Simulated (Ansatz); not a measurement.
F3HNTa (SMILES [NH]=[Ta]([F])([F])[F]) moved off its minimum; all values from Ansatz (a program for electronic structure), cores frozen in correlated methods. Elements past Kr take the def2 small-core potentials, without spin–orbit coupling.
(charge 0, multiplicity 1)
```xyz
6

Ta     0.16106     0.09361    -0.03805
N      0.37025    -0.88545    -1.56956
H      0.24979    -1.70586    -2.19676
F      1.60842     0.40245     0.67973
F     -0.86963     1.45659    -0.63810
F     -1.16450    -0.92904     1.36389
```

### Question
Give the forces (eV/Å), the total energy and the dipole at CCSD(T)/def2-TZVPPD.

### Answer

```tsv
atom	Fx	Fy	Fz
Ta1	-13.410	-7.710	-4.289
N2	-0.113	-0.534	1.289
H3	0.409	1.201	0.520
F4	11.646	2.697	5.413
F5	-1.080	2.563	-0.566
F6	2.548	1.783	-2.366
```
Energy -411.2404 hartree, dipole 2.58 D.
